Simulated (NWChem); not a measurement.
System: CH7FN2Si; SMILES C[Si](N)(N)F

The following NWChem deck was run.

```
start job
memory heap 200 mb stack 900 mb global 1100 mb
geometry units angstroms noautoz
  C     -0.020773    -1.776222    -0.446698
  Si     0.000973     0.033521    -0.023236
  N     -1.492719     0.426625     0.742213
  N      1.503660     0.391248     0.741899
  F      0.012370     0.992592    -1.341998
  H     -0.918262    -2.027158    -1.031296
  H     -0.026635    -2.402873     0.460208
  H      0.868620    -2.048145    -1.034259
  H     -1.744919     1.390553     0.928792
  H     -1.889359    -0.193553     1.437949
  H      1.779190     1.349028     0.926964
  H      1.884907    -0.237225     1.438752
end
basis spherical
  * library 6-311g**
end
dft
  xc xtpss03 ctpss03
  iterations 150
  mulliken
end
task dft energy
```

Structure relaxed at the PBE0/def2-SVP level. No frequency run checked for a minimum.

Question: What results follow from this input? (TPSS/6-311G** (spherical d).) Quantities: basis functions; energy (Ha); highest occupied level (eV); orbital gap (eV); dipole (D).

Answer: 
| Quantity | Result |
|---|---|
| number of basis functions | 140 |
| energy (Ha) | -541.43 |
| highest occupied level (eV) | -5.45 |
| orbital gap (eV) | 5.79 |
| dipole (D) | 3.22 |
